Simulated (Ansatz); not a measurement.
Reaction (hydrogenolysis of the Si–O bond): `O[SiH2][SiH](O)Cl` + H₂ → `O[SiH2][SiH2]Cl` + H₂O

Computed with Ansatz on PBE0-D4/def2-TZVP structures; ΔE is electronic, products minus reactants. CCSD(T)/CBS is the MP2 limit (def2-TZVPP, def2-QZVPP) plus CCSD(T) − MP2 in def2-TZVPP, frozen cores. This one scheme is used for every species. Functionals use def2-TZVPP. B3LYP here is the variant with VWN-RPA as its local correlation; programs differ in this. One conformer a species, not always the lowest.

| level | ΔE (kcal/mol) | difference from CCSD(T)/CBS |
| --- | --- | --- |
| PBE-D4 | 17.5 | -0.4 |
| r2SCAN-D4 | 19.6 | 1.7 |
| PBE0-D4 | 17.0 | -0.9 |
| B3LYP-D4 | 19.0 | 1.1 |
| ωB97X-V | 18.4 | 0.5 |
| ωB97M-V | 18.9 | 1.0 |
| B2PLYP | 18.6 | 0.7 |
| PBE | 16.6 | -1.3 |
| r2SCAN | 19.4 | 1.5 |
| PBE0 | 16.3 | -1.6 |
| B3LYP | 17.6 | -0.3 |
| HF/def2-TZVPP | 16.6 | -1.3 |
| MP2/def2-TZVPP | 19.6 | 1.7 |
| SCS-MP2/def2-TZVPP | 18.9 | 1.0 |
| CCSD/def2-TZVPP | 17.4 | -0.5 |
| CCSD(T)/def2-TZVPP | 18.0 | 0.1 |
| HF/def2-QZVPP | 16.6 | -1.3 |
| MP2/def2-QZVPP | 19.5 | 1.6 |
| SCS-MP2/def2-QZVPP | 18.8 | 0.9 |
| HF/CBS(def2) | 16.6 | -1.3 |
| MP2/CBS(def2) | 19.5 | 1.6 |
| CCSD/CBS(def2) | 17.3 | -0.6 |
| CCSD(T)/CBS | 17.9 | 0 |

Largest T1 diagnostic among the species: 0.011.

The D4 term adds +1.4 kcal/mol with B3LYP and +0.8 kcal/mol with PBE0; it sums over pairs of atoms, weighted by their polarisabilities, and B3LYP, whose exchange is more repulsive, gets the larger term. In def2-TZVPP, CCSD(T) changes the Hartree–Fock value by +1.4 kcal/mol (the triples alone add +0.6 kcal/mol) and MP2 by +3.0 kcal/mol.
